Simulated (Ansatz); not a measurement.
Isolated molecules relaxed with PBE0-D4/def2-TZVP in Ansatz; ΔE leaves out vibrations. CCSD(T)/CBS adds triple-zeta CCSD(T) − MP2 to the extrapolated MP2 energy (def2 sets, frozen cores). This one scheme is used for every species. Functionals use def2-TZVPP. B3LYP here is the variant with VWN-RPA as its local correlation; programs differ in this. Each species was taken in one conformer, which may not be the lowest.

Reaction (formal exchange of groups at a B–F bond): `CC(=O)OB(F)F` + CH₄ → `CB(F)OC(C)=O` + H–F

CCSD(T)/CBS gives +29.3 kcal/mol.

**Question.** Another level gave +36.0 kcal/mol. Which?
A. B3LYP-D4/def2-TZVPP
B. HF/def2-TZVPP
C. PBE-D4/def2-TZVPP
D. ωB97X-V/def2-TZVPP

**Answer.** B. HF/def2-TZVPP 36.0, ωB97X-V 30.6, B3LYP-D4 31.7, PBE-D4 29.4 kcal/mol.

Largest T1 diagnostic among the species: 0.014.

In def2-TZVPP, CCSD(T) changes the Hartree–Fock value by −5.4 kcal/mol (the triples alone add −0.6 kcal/mol) and MP2 by −5.8 kcal/mol. The D4 term adds −1.4 kcal/mol with B3LYP and −0.8 kcal/mol with PBE0; it sums over pairs of atoms, weighted by their polarisabilities, and B3LYP, whose exchange is more repulsive, gets the larger term.
